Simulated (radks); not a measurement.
Results of a calculation; reference values are marked as such.
The boron ion B2+ inside a hard spherical wall (all orbitals vanish at R), configuration held at [He] 2s1 and not refilled when levels cross. Code: a radial shooting solver on a logarithmic mesh with Libxc functionals. Model: scalar-relativistic Kohn-Sham, PBE, spin-polarised, spherical densities, finite nucleus; open shells are filled with parallel spins first; Fermi nuclear charge, rms radius 2.406 fm. Eigenvalues in eV for spin up, with the zero of energy where the potential of the charges vanishes at infinity; a dash marks a level that is unbound or too diffuse for the functional's potential to be trusted. A positive occupied level is held by the wall or, in an anion where self-interaction has pushed it up, behind a barrier. The pressure on the wall is -dE/dV.

| R (bohr) | E (hartree) | kinetic (hartree) | e(1s) | e(2s) | e(2p, empty) | e(3s, empty) | pressure (GPa) |
|---|---|---|---|---|---|---|---|
| free | -23.39663 | 23.358 | -211.34 | -32.666 | -26.546 | - | 0 |
| 20 | -23.39663 | 23.358 | -211.34 | -32.666 | -26.546 | - | < 0.0001 |
| 15 | -23.39663 | 23.358 | -211.34 | -32.666 | -26.546 | - | < 0.0001 |
| 6 | -23.39656 | 23.359 | -211.34 | -32.661 | -26.538 | -9.144 | 0.0120 |
| 5 | -23.39573 | 23.368 | -211.29 | -32.618 | -26.477 | -6.110 | 0.208 |
| 3 | -23.31028 | 23.818 | -209.28 | -29.619 | -23.464 | 29.538 | 47.5 |
| 2.5 | -23.14948 | 24.407 | -207.19 | -24.586 | -19.202 | 62.678 | 195 |
| 1.5 | -21.12991 | 29.425 | -195.72 | 33.901 | 20.198 | 301.58 | 5790 |
